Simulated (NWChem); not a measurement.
System: C$_{2}$H$_{7}$FSi$_{2}$; SMILES [SiH2]1[C@@H](F)C[SiH2]1

Output (shortened):

```
             Northwest Computational Chemistry Package (NWChem) 7.3.0
             --------------------------------------------------------

                             Geometry "geometry" -> ""
                             -------------------------

 Output coordinates in angstroms (scale by  1.889725989 to convert to a.u.)

  No.       Tag          Charge          X              Y              Z
 ---- ---------------- ---------- -------------- -------------- --------------
    1 F                    9.0000     0.53935900     1.58326700     0.95750700
    2 C                    6.0000     0.25997000     1.10737800    -0.34178100
    3 C                    6.0000     1.25939500    -0.02386300    -0.66183400
    4 Si                  14.0000     0.41789100    -1.44197100     0.34903100
    5 Si                  14.0000    -1.35317600     0.02224500    -0.15863400
    6 H                    1.0000     0.30288000     1.97569400    -1.03555600
    7 H                    1.0000     1.19604200    -0.28213700    -1.74151300
    8 H                    1.0000     2.31062200     0.25550400    -0.43868700
    9 H                    1.0000     0.83675500    -1.49499000     1.79097600
   10 H                    1.0000     0.51019300    -2.82378000    -0.24073500
   11 H                    1.0000    -1.98360500    -0.27962700    -1.49497000
   12 H                    1.0000    -2.39389500     0.53768700     0.79522200

 Effective nuclear repulsion energy (a.u.)     292.5152347722

                              NWChem Property Module
                              ----------------------

                                 NWChem DFT Module
                                 -----------------

 Summary of "ao basis" -> "ao basis" (spherical)
 ------------------------------------------------------------------------------
       Tag                 Description            Shells   Functions and Types
 ---------------- ------------------------------  ------  ---------------------
 F                         def2-svpd                 9       23   4s3p2d
 C                         def2-svpd                 8       20   4s2p2d
 Si                        def2-svpd                10       24   5s3p2d
 H                         def2-svpd                 4        8   2s2p

            General Information
            -------------------
          SCF calculation type: DFT
          Wavefunction type:  closed shell.
          No. of atoms     :    12
          No. of electrons :    56
           Alpha electrons :    28
            Beta electrons :    28
          Charge           :     0
          Spin multiplicity:     1
          Use of symmetry is: off; symmetry adaption is: off
          Maximum number of iterations: 150
          AO basis - number of functions:   167
                     number of shells:    73
          Convergence on energy requested:  1.00D-06
          Convergence on density requested:  1.00D-05
          Convergence on gradient requested:  5.00D-04

              XC Information
              --------------
                         B3LYP Method XC Potential
                     Hartree-Fock (Exact) Exchange  0.200
                        Slater Exchange Functional  0.800 local
                    Becke 1988 Exchange Functional  0.720 non-local
              Lee-Yang-Parr Correlation Functional  0.810
                  VWN I RPA Correlation Functional  0.190 local

             Grid Information
             ----------------
          Grid used for XC integration:  medium
          Radial quadrature: Mura-Knowles
          Angular quadrature: Lebedev.
          Tag              B.-S. Rad. Rad. Pts. Rad. Cut. Ang. Pts.
          ---              ---------- --------- --------- ---------
          F                   0.50       49          12.0       434
          C                   0.70       49          11.0       434
          Si                  1.10       88          11.0       590
          H                   0.35       45          13.0       434
          Grid pruning is: on
          Number of quadrature shells:   638
          Spatial weights used:  Erf1

      Superposition of Atomic Density Guess
      -------------------------------------

 Sum of atomic energies:        -755.52004402

      Non-variational initial energy
      ------------------------------

 Total energy =    -757.741943
 1-e energy   =   -1626.850590
 2-e energy   =     576.593412
 HOMO         =      -0.282955
 LUMO         =       0.034633

   convergence    iter        energy       DeltaE   RMS-Dens  Diis-err
 ---------------- ----- ----------------- --------- --------- ---------
 d= 0,ls=0.0,diis     1   -758.8823992337 -1.05D+03  1.01D-02  5.99D-01
 d= 0,ls=0.0,diis     2   -758.8752764550  7.12D-03  3.69D-03  8.68D-01
 d= 0,ls=0.0,diis     3   -758.9494994216 -7.42D-02  8.83D-04  5.65D-02
 d= 0,ls=0.0,diis     4   -758.9539612030 -4.46D-03  3.31D-04  2.93D-03
 d= 0,ls=0.0,diis     5   -758.9542787338 -3.18D-04  1.03D-04  2.95D-04
  Resetting Diis
 d= 0,ls=0.0,diis     6   -758.9543170388 -3.83D-05  2.52D-05  6.44D-06
 d= 0,ls=0.0,diis     7   -758.9543179769 -9.38D-07  1.42D-05  7.43D-07
 d= 0,ls=0.0,diis     8   -758.9543179484  2.85D-08  7.17D-06  9.31D-07

[...]

 DFT Linear Response polarizability / au
 Frequency  =       0.0773000 / au
 Wavelength =     589.4353558 / nm
              X              Y              Z
 -----------------------------------------------
 X      93.1902091     -6.3880516      1.5833263
 Y      -6.3879738     89.1001223     -4.4795803
 Z       1.5833235     -4.4795771     76.9365108
 -----------------------------------------------
 Eigenvalues =      98.5796198     85.1984763     75.4487462
 Isotropic   =      86.4089474
 Anisotropic =      20.1140443
 -----------------------------------------------

 Magnetic Dipole Response Matrix (nonzero elements):
```

Level: B3LYP/def2-SVPD. The geometry was optimised at PBE-D3(BJ)/def2-SVP.

Write an input that gives this output.

One answer among several that fit: the input that was run:
```
start job
memory heap 200 mb stack 900 mb global 1100 mb
geometry units angstroms noautosym nocenter noautoz
  F      0.539359     1.583267     0.957507
  C      0.259970     1.107378    -0.341781
  C      1.259395    -0.023863    -0.661834
  Si     0.417891    -1.441971     0.349031
  Si    -1.353176     0.022245    -0.158634
  H      0.302880     1.975694    -1.035556
  H      1.196042    -0.282137    -1.741513
  H      2.310622     0.255504    -0.438687
  H      0.836755    -1.494990     1.790976
  H      0.510193    -2.823780    -0.240735
  H     -1.983605    -0.279627    -1.494970
  H     -2.393895     0.537687     0.795222
end
basis spherical
  * library def2-svpd
end
dft
  xc b3lyp
  iterations 150
end
property
  response 1 0.0773
end
task dft property
```
